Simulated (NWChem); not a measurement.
System: CNO anion

```xyz
3

N      0.0000     0.0000     1.2618
C      0.0000     0.0000     0.0709
O      0.0000     0.0000    -1.1594
```
Atoms are numbered in this order, from 1.

Program: NWChem. The geometry was optimised at B3LYP/def2-SVPD. B3LYP is NWChem's, with the RPA form of VWN correlation. Static field.

```csv
level,isotropic polarisability (bohr³),anisotropy (bohr³)
B3LYP/def2-SVPD,27.1,18.2
CAM-B3LYP/def2-SVPD,26.8,18.2
BHandHLYP/def2-SVPD,25.8,17.2
```
